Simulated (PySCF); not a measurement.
Problem. Write Cartesian coordinates for InChI=1S/C2H6PSi2/c1-2-5-3-4/h1,3H,4-5H2 as optimised with GFN2-xTB. (Doublet state.)

Solution. 
```
atom  x, y, z in Å
C1    -3.027    0.773    1.486
C2    -2.094    0.695    0.732
Si3   -0.609    0.544   -0.359
P4     1.007   -0.408    0.871
Si5    2.530   -0.909   -0.654
H6    -3.852    0.848    2.136
H7    -0.131    1.878   -0.735
H8    -0.969   -0.250   -1.541
H9     0.423   -1.658    0.927
H10    3.223    0.329   -1.031
H11    3.505   -1.839   -0.073
```

Any rigid rotation of these coordinates is as good. Atoms count from 1 in this order. Si3 (silicon bonded to C, P and 2 H) is tetrahedral (angles from 106.8° to 112.8°). P4 (phosphorus bonded to 2 Si and H) is pyramidal (angles 102.3°, 96.6° and 95.8°, sum 294.7°, 0.89 Å off the plane of its three neighbours). The 2 P–Si bonds span 2.213 Å (P4–Si5, drawn single) to 2.243 Å (Si3–P4, drawn single), a spread of 0.030 Å. Si5 (silicon bonded to P and 2 H) is pyramidal (angles 109.1°, 108.8° and 108.1°, sum 326.1°, 0.57 Å off the plane of its three neighbours).

Bonds between heavy atoms (Å): C1≡C2 1.203, C2–Si3 1.848, Si3–P4 2.243, P4–Si5 2.213.

The geometry is computed with GFN2-xTB (gas phase). This method treats the open shell by occupation alone, without spin polarisation.

Point group: C1 (no symmetry element, even within 0.4 Å). No GFN2-xTB frequencies stand behind this structure, so it isn't proved a minimum. Torsions: C2–Si3–P4–Si5 168°, Si3–P4–Si5–H 76° and -166°.

One conformer stands for the species.
